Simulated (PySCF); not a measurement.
C3H2F3, SMILES F/C=C/[C](F)F, multiplicity 2. Atoms are numbered in the order given.

```xyz
8

F     -0.1979     2.6475     0.0000
C      0.3401     1.4241     0.0000
C     -0.4985     0.3168     0.0000
C     -0.0610    -0.9833     0.0000
F     -0.8541    -2.0346     0.0000
F      1.2147    -1.3274     0.0000
H      1.4322     1.4094     0.0000
H     -1.5801     0.4747     0.0000
```
Charge 0, spin multiplicity 2.

Geometry: r2SCAN-D4/def2-SVP. The isomer is the one that the SMILES or the coordinates give; other isomers of the formula were not compared. One conformer was computed; it need not be the lowest.

Computed with PBE/pcH-1 (PySCF).

Unrestricted Kohn–Sham, ⟨S²⟩ = 0.761. Hyperfine tensors hold the contact and dipolar terms, without spin-orbit corrections.

**Question.** Estimate the hyperfine couplings. (Estimate from the structure and the level; the computed values follow.)

**Answer.** 
```tsv
nucleus	A(iso) (MHz)	A(iso) (G)	dipolar principal values (MHz)
19F no. 1	67.1	23.9	-204.5, -176.8, 381.3
13C no. 2	52.0	18.6	-54.5, -54.1, 108.6
13C no. 3	-41.6	-14.8	-18.3, 6.4, 11.9
13C no. 4	49.2	17.6	-50.7, -49.1, 99.7
19F no. 5	59.1	21.1	-154.8, -134.6, 289.4
19F no. 6	53.8	19.2	-132.1, -109.2, 241.3
1H no. 7	-42.5	-15.2	-22.1, -1.9, 24.0
1H no. 8	6.1	2.2	-5.0, 0.7, 4.3
```

**Question.** And the g tensor (effective nuclear charges for spin-orbit coupling, GIAO)? (Estimate from the structure and the level; the computed values follow.)

**Answer.** principal values 2.0019, 2.0055, 2.0059; isotropic 2.0044.
